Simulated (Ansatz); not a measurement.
Relaxation of ClGaH4 (6 atoms, charge 0, multiplicity 1), to a largest force component of 0.03 eV/Å in at most 50 steps.

The calculation used RKS PBE-D4/def2-TZVP (Ansatz 0.2.0).

```xyz
6
Properties=species:S:1:pos:R:3
Ga -0.574 0.858 0.014
H 0.337 0.358 -1.137
H 0.042 1.808 1.106
H -2.087 0.429 0.021
H 1.095 -1.280 -0.484
Cl 1.188 -2.173 0.480
```

Problem. Where does it end, and by what steps?

Solution. The run converged. The force dipped under the threshold on the way, but the program's further checks kept it going. After 13 steps the energy has fallen by 0.131 eV; Cl6 moved furthest, 0.72 Å.

```
step  energy less start (eV)  largest force component (eV/Å)  accepted
   0                  0.0000                           0.458       yes
   1                 -0.0319                           0.211       yes
   2                 -0.0516                           0.128       yes
   3                 -0.0823                           0.207       yes
   4                 -0.0704                           0.651        no
   5                 -0.0951                           0.061       yes
   6                 -0.1009                           0.152       yes
   7                 -0.1070                           0.354       yes
   8                 -0.1178                           0.273       yes
   9                 -0.1231                           0.262       yes
  10                 -0.0926                           1.171        no
  11                 -0.1290                           0.040       yes
  12                 -0.1306                           0.010       yes
  13                 -0.1307                           0.027       yes
```

```xyz
6
Properties=species:S:1:pos:R:3
Ga -0.492 0.757 -0.009
H 0.237 0.737 -1.415
H 0.145 1.578 1.177
H -1.961 0.195 0.104
H 1.331 -1.638 -0.504
Cl 0.740 -1.629 0.647
```

Time of the run: 13 s on 2 threads of AMD EPYC 7R13 Processor (Zen 3), on a shared host, peak memory 0.19 GiB.
